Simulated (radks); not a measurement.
The mean radii <r> (bohr) of the occupied orbitals of an atom or ion are listed with their occupations. Calculated with a radial shooting solver on a logarithmic mesh with Libxc functionals: non-relativistic Kohn-Sham, PBE, spin-polarised, spherical densities, point nucleus.

| orbital | occ. | <r> |
|---|---|---|
| 1s up | 1 | 0.1994 |
| 1s down | 1 | 0.1991 |
| 2s up | 1 | 0.9731 |
| 2s down | 1 | 0.9844 |
| 2p up | 1 | 0.9131 |

Name the element and its charge. Open shells, if any, are filled with parallel spins first.

Answer. Z = 8, oxygen, charge +3: O3+ in [He] 2s2 2p1. The 1s radius gives Z: for a bare nucleus <r> = 1.5/Z, 0.1875 bohr for Z = 8, and screening makes it slightly larger (0.1994 here). The occupations add up to 5, and the charge is Z minus that.
